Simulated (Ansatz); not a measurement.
Reaction (formal loss of a carbene): `C[O][InH][Br]` → `[CH2]` (triplet) + `[OH][InH][Br]`

Gas-phase electronic energies from Ansatz, PBE0-D4/def2-TZVP geometries. CBS: MP2 limit from def2 TZ/QZ plus the TZ coupled-cluster correction, frozen cores. This one scheme is used for every species. Functionals use def2-TZVPP. B3LYP here is the variant with VWN-RPA as its local correlation; programs differ in this. HSE06 is defined as in plane-wave codes. Triplets are unrestricted, without spin–orbit coupling. Elements past krypton have def2 core potentials. For Br, In outer-core shells are correlated without core-valence functions, which leaves a few kJ/mol of doubt a bond. Scalar relativity is left out up to krypton. One conformer a species, not always the lowest.

`C[O][InH][Br]`:

Z-matrix (Å, degrees):
```
C
O 1 1.405
H 1 1.097 2 113.5
H 1 1.096 2 109.7 3 120.8
H 1 1.096 2 109.7 3 -120.7
In 2 1.964 1 124.6 3 -0.3
Br 6 2.471 2 111.0 1 0.1
H 6 1.691 2 124.2 1 -180.0
```

`[CH2]` (triplet):

Cartesian coordinates in Å:
```
C 0.165 0.167 -0.145
H 0.322 0.249 0.920
H -0.487 -0.417 -0.775
```

`[OH][InH][Br]`:

Cartesian coordinates in Å:
```
O 1.040 0.797 0.680
In -0.364 -0.259 -0.217
Br 0.669 -1.759 -1.862
H 0.695 1.406 1.338
H -2.040 -0.185 0.061
```

| level | ΔE (eV) | difference from CCSD(T)/CBS |
| --- | --- | --- |
| PBE-D4 | 4.06 | 0.11 |
| revPBE-D4 | 3.91 | -0.04 |
| BLYP-D4 | 3.97 | 0.02 |
| r2SCAN-D4 | 3.75 | -0.20 |
| B97M-V | 3.99 | 0.04 |
| PBE0-D4 | 3.94 | -0.01 |
| B3LYP-D4 | 3.95 | 0.00 |
| r2SCANh-D4 | 3.72 | -0.23 |
| r2SCAN0-D4 | 3.69 | -0.26 |
| HSE06-D4 | 3.95 | 0.00 |
| BHLYP-D4 | 3.82 | -0.13 |
| CAM-B3LYP-D4 | 3.98 | 0.03 |
| ωB97X-V | 4.10 | 0.15 |
| ωB97M-V | 3.99 | 0.04 |
| B2PLYP | 3.89 | -0.06 |
| revPBE | 3.73 | -0.22 |
| r2SCAN | 3.73 | -0.22 |
| B3LYP | 3.84 | -0.11 |
| r2SCANh | 3.71 | -0.24 |
| r2SCAN0 | 3.67 | -0.28 |
| HSE06 | 3.90 | -0.05 |
| BHLYP | 3.74 | -0.21 |
| CAM-B3LYP | 3.92 | -0.03 |
| LC-ωPBE | 3.83 | -0.12 |
| RPA@PBE/def2-TZVPP | 3.83 | -0.12 |
| HF/def2-SVP | 2.70 | -1.25 |
| MP2/def2-SVP | 3.94 | -0.01 |
| CCSD/def2-SVP | 3.82 | -0.13 |
| CCSD(T)/def2-SVP | 3.90 | -0.05 |
| HF/def2-TZVPP | 2.51 | -1.44 |
| MP2/def2-TZVPP | 3.93 | -0.02 |
| SCS-MP2/def2-TZVPP | 3.98 | 0.03 |
| CCSD/def2-TZVPP | 3.74 | -0.21 |
| CCSD(T)/def2-TZVPP | 3.85 | -0.10 |
| HF/def2-QZVPP | 2.51 | -1.44 |
| MP2/def2-QZVPP | 3.99 | 0.04 |
| SCS-MP2/def2-QZVPP | 4.05 | 0.10 |
| HF/CBS(def2) | 2.51 | -1.44 |
| MP2/CBS(def2) | 4.03 | 0.08 |
| CCSD/CBS(def2) | 3.83 | -0.12 |
| CCSD(T)/CBS | 3.95 | 0 |

(1) What do rigid-rotor, harmonic-oscillator terms from PBE0-D4/def2-TZVP frequencies (298.15 K, 1 bar) make of the CCSD(T)/CBS value? (Estimate.)

Largest T1 diagnostic among the species: 0.014.

Results:

(1) The calculation gave: ΔZPE = -0.30 eV, ΔH = +3.71 eV, ΔS = 152 J/(mol·K), ΔG = +3.24 eV. Open shells count their whole term as degenerate.

The D4 term adds +0.10 eV with B3LYP and +0.06 eV with PBE0; it sums over pairs of atoms, weighted by their polarisabilities, and B3LYP, whose exchange is more repulsive, gets the larger term. At CCSD(T), def2-SVP lies −0.05 eV from the extrapolated value and def2-TZVPP −0.10 eV.
